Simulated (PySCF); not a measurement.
Ionisation energies (eV) were calculated with PySCF 2.14 by LDA, PBE, UHF, in another order, as differences of total energies without spin-orbit coupling. The measured values are between term centres (NIST).

| species | measured | A | B | C |
| --- | --- | --- | --- | --- |
| Co (x2c-TZVPPall, spin-free X2C) | 7.869 | 8.291 | 7.790 | 7.908 |
| Ge (x2c-TZVPPall, spin-free X2C) | 7.925 | 7.414 | 7.882 | 8.007 |
| Zr (x2c-TZVPPall, spin-free X2C) | 6.639 | 5.187 | 6.423 | 6.727 |
| Cd⁺ (x2c-TZVPPall, spin-free X2C) | 16.908 | 15.568 | 17.319 | 17.692 |
| Sn (x2c-TZVPPall, spin-free X2C) | 7.389 | 6.859 | 7.255 | 7.420 |
| Lu (x2c-TZVPPall, spin-free X2C) | 5.278 | 4.393 | 5.510 | 5.603 |
| Hg (x2c-TZVPPall, spin-free X2C) | 10.438 | 8.521 | 10.495 | 10.885 |
| Pb⁺ (x2c-TZVPPall, spin-free X2C) | 13.869 | 13.237 | 13.754 | 13.957 |

Question: Which column is which method?

Answer: A is UHF (mean error -0.86 eV); B is PBE (mean error 0.01 eV); C is LDA (mean error 0.24 eV). Hartree-Fock lacks the correlation of the electron removed and comes out lowest. PBE, with gradient corrections, lies close to experiment on average, with errors of both signs. LDA overbinds the outer electron and comes out highest.
